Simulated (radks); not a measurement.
Species: F+. Configuration: [He] 2s2 2p4 (the NIST ground configuration).

Method: scalar-relativistic Kohn-Sham, PBEsol, spin-polarised, spherical densities, finite nucleus; open shells are filled with parallel spins first; Fermi nuclear charge, rms radius 2.8976 fm; computed with a radial shooting solver on a logarithmic mesh with Libxc functionals.

Energy parts (eV):
| part | energy |
|---|---|
| total | -2688.784 |
| kinetic | 2686.590 |
| electron-nucleus | -6311.767 |
| Hartree | 1194.518 |
| exchange-correlation | -258.124 |

Orbitals (lengths in bohr, moments of r in powers of bohr):
1s up: occ. 1; eigenvalue (eV) -682.2314; <r^4> 0.004665
1s down: occ. 1; eigenvalue (eV) -680.5415; <r^4> 0.004609
2s up: occ. 1; eigenvalue (eV) -48.7506; <r^4> 2.304
2s down: occ. 1; eigenvalue (eV) -44.8296; <r^4> 2.561
2p up: occ. 3; eigenvalue (eV) -29.8312; <r^4> 3.362
2p down: occ. 1; eigenvalue (eV) -25.8403; <r^4> 4.236

The highest occupied level is 2p down at -25.840 eV. Summed over all electrons, <r^2> = 7.248 bohr^2, which gives a Langevin (diamagnetic) susceptibility term of -5.74 x 10^-6 cm^3/mol.
